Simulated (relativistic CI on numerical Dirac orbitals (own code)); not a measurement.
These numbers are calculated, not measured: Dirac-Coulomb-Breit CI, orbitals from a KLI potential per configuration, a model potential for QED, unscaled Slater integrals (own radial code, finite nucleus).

The strongest absorption lines from the ground level of an ion, among the configurations computed and to levels below about 348 eV (vacuum wavelength in Å, gf): 48.811 (2.4), 52.223 (4.9), 56.384 (0.46), 56.715 (0.46), 56.937 (7.3), 63.421 (0.6), 70.729 (0.51), 72.336 (0.71).

**Question.** Which ion is it?
A. Tb27+
B. Lu35+
C. Lu33+
D. Ir39+

**Answer.** C. Lu33+ has 38 electrons and the ground level 4s2.4p6.4d2 3F_2; the strongest line goes to 4s2.4p6.4d.4f 3G°_3. The pattern of lines fixes the number of electrons, and along that sequence the line energies rise steadily with the charge (about as its square where n changes within one kind of shell, about linearly where n is kept but much faster in heavy ions where fine structure, which grows about as Z⁴, sets the gap, and irregularly where shells cross), which fixes Z. Configurations outside the model, such as inner-shell arrays, can give stronger lines. At this charge energies of transitions that change n are usually good to better than 1 %, and those within a shell (Δn = 0) to a few per cent. Terms inside the open d or f shell come out 10 to 20 % too wide with unscaled integrals.

LS names give the leading component of a level, which can be under half, so a name can repeat, a term be missing and a line seem to break the LS rules.
